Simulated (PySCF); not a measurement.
di-tert-butyl diazadiene, SMILES CC(C)(C)N=CC=NC(C)(C)C (C10H20N2), singlet (GFN2-xTB optimised geometry):

```
32

C      0.629     3.629    -1.353
C     -0.483     2.573    -1.439
C     -1.291     2.563    -0.135
C     -1.407     2.903    -2.621
N      0.174     1.345    -1.791
C      0.135     0.282    -1.114
C      0.871    -0.873    -1.637
N      1.023    -2.046    -1.207
C      0.485    -2.633     0.000
C      1.005    -4.079     0.000
C      1.002    -1.925     1.260
C     -1.050    -2.663    -0.016
H      1.217     3.618    -2.266
H      1.289     3.413    -0.515
H      0.198     4.618    -1.217
H     -1.738     3.542     0.018
H     -0.651     2.343     0.718
H     -2.092     1.826    -0.179
H     -1.844     3.889    -2.492
H     -2.206     2.168    -2.689
H     -0.839     2.881    -3.547
H     -0.411     0.175    -0.173
H      1.375    -0.654    -2.576
H      2.092    -4.079     0.000
H      0.665    -4.592    -0.895
H      0.650    -4.618     0.875
H      2.088    -1.871     1.232
H      0.704    -2.484     2.144
H      0.613    -0.914     1.345
H     -1.415    -3.234     0.834
H     -1.475    -1.664     0.032
H     -1.399    -3.138    -0.931
```

Method: CAM-B3LYP/def2-SVP (PySCF).

Q: What are the frontier orbital energies and the dipole moment?

A: HOMO-2 -9.04 eV, HOMO-1 -8.73 eV, HOMO -7.83 eV, LUMO -0.14 eV, LUMO+1 2.29 eV; dipole moment 2.75 D.

On the same geometry PBE/def2-SVP run with PySCF gives HOMO-2 -6.65 eV, HOMO-1 -5.75 eV, HOMO -4.94 eV, LUMO -2.32 eV, LUMO+1 0.57 eV; dipole moment 2.68 D.

Meta-Löwdin charges at CAM-B3LYP/def2-SVP: C1 -0.28, C2 0.16, C3 -0.31, C4 -0.28, N5 -0.23, C6 0.01, C7 0.03, N8 -0.26, C9 0.16, C10 -0.28, C11 -0.29, C12 -0.29, H13 0.10, H14 0.09, H15 0.09, H16 0.10, H17 0.09, H18 0.09, H19 0.09, H20 0.09, H21 0.10, H22 0.07, H23 0.10, H24 0.10, H25 0.10, H26 0.08, H27 0.10, H28 0.10, H29 0.09, H30 0.10, H31 0.09, H32 0.10.
